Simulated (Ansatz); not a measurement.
One change: `C=CCC=O` becomes `C=C[CH2][GaH][Cl]`.

Ansatz, PBE0-D4/def2-TZVP geometries, multiplicity 1. Each molecule was computed in one conformer, which needn't be the lowest.

Scalar relativity is left out up to krypton.

```json
{"property": "LUMO energy (PBE/def2-TZVPP) / eV", "`C=CCC=O`": "-1.91"}
{"property": "HOMO–LUMO gap (PBE0/def2-TZVPP) / eV", "`C=CCC=O`": "6.71"}
{"property": "HOMO energy (PBE/def2-TZVPP) / eV", "`C=CCC=O`": "-5.90"}
{"property": "ideal-gas entropy at 298 K and 1 bar (rigid rotor, harmonic PBE0-D4/def2-TZVP) / J/(mol·K)", "`C=CCC=O`": "316"}
{"property": "HOMO–LUMO gap (ωB97M-V/def2-TZVPP) / eV", "`C=CCC=O`": "11.38"}
{"property": "size of the dipole moment (PBE/def2-TZVPP) / D", "`C=CCC=O`": "2.50"}
```

Task: What does the change do to each property? (Estimate.)

Result: Computed: 
| property | `C=C[CH2][GaH][Cl]` | shift |
| --- | --- | --- |
| LUMO energy (PBE/def2-TZVPP) / eV | -2.17 | -0.26 |
| HOMO–LUMO gap (PBE0/def2-TZVPP) / eV | 5.69 | -1.02 |
| HOMO energy (PBE/def2-TZVPP) / eV | -6.02 | -0.12 |
| ideal-gas entropy at 298 K and 1 bar (rigid rotor, harmonic PBE0-D4/def2-TZVP) / J/(mol·K) | 374 | 58 |
| HOMO–LUMO gap (ωB97M-V/def2-TZVPP) / eV | 9.54 | -1.84 |
| size of the dipole moment (PBE/def2-TZVPP) / D | 2.43 | -0.07 |

With PBE0 the HOMO rises by 0.35 eV and the LUMO falls by 0.68 eV, so the gap narrows by about 1.03 eV. PBE moves the HOMO by -0.12 eV and ωB97M-V by 0.57 eV. Dipoles are sizes alone; their direction can turn. Modes under 60 cm⁻¹, often nearly free rotors, make the harmonic entropy too high.

Positive LUMOs are unbound, so they and the gaps depend on the basis.
